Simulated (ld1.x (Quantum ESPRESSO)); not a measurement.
boron: excitation energies, all-electron against RRKJ

```json
{
 "Element": "B (Z = 5)",
 "Generator": "ld1.x (Quantum ESPRESSO) 7.5",
 "Type": "norm-conserving RRKJ (Kleinman–Bylander form)",
 "Functional": "LDA (PZ)",
 "Relativity": "scalar-relativistic",
 "Frozen core": "[He]",
 "Valence charge": "3",
 "Reference configuration": "2s2 2p1",
 "Partial waves": "2s (bound): rc 1.30 bohr; 2p (bound): rc 2.45 bohr; 3d channel at 0.3 Ry: rc 1.90 bohr",
 "Local potential": "the d channel",
 "Core correction": "none",
 "rho0": "0.01"
}
```

Energies are relative to the spin-unpolarised reference configuration 2s2 2p1; without spin polarisation the order of configurations can differ from experiment. Spin-polarised rows fill each open shell by Hund’s rule, majority spin first.

```csv
valence configuration,charge,ΔE all-electron (eV),error AE − PS (meV)
2s2 2p0,+1,8.327,+50
2s1 2p0,+2,33.631,+214
2s2 2p0.5,+0.5,2.943,+6.7
2s1 2p2,0,5.686,-2.8
2s2 2p1.3,-0.3,-0.772,+0.6
2s1 2p1,+1,14.283,-13
2s2 2p1 (spin-polarised),0,-0.235,+19
2s1 2p0 (spin-polarised),+2,32.903,+305
```

Problem. What are ΔE and the potential's error for 2s0 2p3?

Solution. ΔE = 11.401 eV all-electron; the error (AE − PS) is -9.5 meV.
